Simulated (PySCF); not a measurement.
# How methods differ on the ionisation energy of Ne⁴⁺

Ne⁴⁺ [He] 2s2 2p2 [2p1/2^2, M_J = 0] → Ne⁵⁺ [He] 2s2 2p1 [2p1/2^1, M_J = 1/2], as a difference of total energies. Computed with PySCF 2.14 in an even-tempered Gaussian basis (18 s from 0.32 bohr⁻², ratio 2.4; 11 p from 0.41 bohr⁻², ratio 2.4; 5 d from 2.4 bohr⁻², ratio 2.6; 5 f from 3.5 bohr⁻², ratio 2.6), with the two-component X2C-1e Hamiltonian. Correlated levels: nothing frozen; the 30 highest virtual spinors dropped. "Screened" scales the spin-orbit matrix elements by Boettger's factors to mimic the two-electron term; Breit and QED terms are absent.

| method | ionisation energy (eV) | error (eV) |
| --- | --- | --- |
| GHF (spin-free) | 126.01 | -0.24 |
| GMP2 (spin-free) | 126.55 | +0.30 |
| GHF (screened spin-orbit) | 125.96 | -0.29 |
| GMP2 (screened spin-orbit) | 126.49 | +0.24 |

Reference: 126.25 eV (measured; NIST Atomic Spectra Database, ionization energies).

The labels give the starting determinants; with spin-orbit coupling the two ends relaxed to ⟨J²⟩ = 1.96, ⟨L²⟩ = 2.00, ⟨S²⟩ = 2.00 and ⟨J²⟩ = 0.87, ⟨L²⟩ = 2.00, ⟨S²⟩ = 0.75.

The determinant of Ne⁴⁺ mixes levels of different J (the jj label is only the starting occupation), so the difference between spin-free and spin-orbit rows is not the physical spin-orbit shift.
